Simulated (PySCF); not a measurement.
Correlation energy of P²⁺ (phosphorus, charge +2)

[Ne] 3s2 3p1, 2P determinant. Computed with PySCF 2.14 in cc-pVDZ-DK, with the spin-free X2C one-electron Hamiltonian (Gaussian nucleus). Frozen: [Ne]; 3 electrons correlated.

MP2 pair energies summed by pair of shells (mhartree):

```csv
pair,energy,share (%)
3s-3s,-22.21,58.1
3s-3p,-16.02,41.9
```

Total MP2 correlation energy: -38.23 mhartree.

Same-spin part -2.31 and opposite-spin part -35.92 mhartree; SCS-MP2 scales them by 1/3 and 6/5 to -43.87 mhartree.

| level | correlation energy (mhartree) |
| --- | --- |
| CCSD | -57.83 |
| (T) | -0.59 |
| CCSD(T) | -58.42 |

Diagnostics: T1 = 0.0098, D1 = 0.0233, largest double amplitude 0.110.

Cost of the coupled-cluster step: 0.06 s of wall time on 1 thread of Neoverse-V2 (shared host), for 3 correlated electrons.
